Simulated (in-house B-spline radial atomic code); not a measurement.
## Ionising Tc3+ with different functionals

Computed with a B-spline radial code for spherical atoms: non-relativistic Hamiltonian, point nucleus, spin-polarised at highest spin, spherical fractional occupations for the functionals, the average over the highest-spin determinants for Hartree-Fock. The ionisation energy is the difference of two self-consistent energies, [Kr] 4d4 → [Kr] 4d3, without Breit or QED terms; ε is the level of the shell that loses the electron (its least bound occupied spin orbital). There is no spin-orbit coupling in this Hamiltonian.

Hybrids are left out here: with spherical fractional occupations of an open shell their exact exchange keeps a self-interaction that integer-occupation calculations don't have.

| method | rung | ΔSCF (eV) | -ε(4d) (eV) |
| --- | --- | --- | --- |
| Hartree-Fock | Hartree-Fock | 42.72 | 43.62 |
| LDA VWN5 | LDA | 43.84 | 36.96 |
| LDA PW92 | LDA | 43.82 | 36.95 |
| LDA exchange-only | LDA | 42.54 | 35.73 |
| PBE | GGA | 43.77 | 36.89 |
| PBEsol | GGA | ? | ? |
| BLYP | GGA | 43.49 | 36.59 |
| RPBE | GGA | 43.73 | 36.85 |
| PW91 | GGA | 43.83 | 36.95 |
| BP86 | GGA | 43.78 | 36.90 |
| AM05 | GGA | 43.69 | 36.81 |
| OLYP | GGA | ? | ? |
| TPSS | meta-GGA | 43.70 | 36.83 |
| SCAN | meta-GGA | 43.96 | 37.13 |
| r2SCAN | meta-GGA | 44.01 | 37.18 |
| M06-L | meta-GGA | 43.73 | 36.85 |
| revTPSS | meta-GGA | 43.65 | 36.78 |

**Question.** What does OLYP give?

**Answer.** ΔSCF 43.89 eV, and -ε(4d) = 36.95 eV.

**Question.** What does PBEsol give?

**Answer.** ΔSCF 43.73 eV, and -ε(4d) = 36.86 eV.

**Question.** How do they compare with the NIST value?

**Answer.** NIST lists 41 eV ± 1.7 (tabulated theory, ground level to ground level). Errors run from +1.54 to +3.01 eV; all lie within about twice that uncertainty, so the table can't rank the methods. Hartree-Fock also lacks correlation.
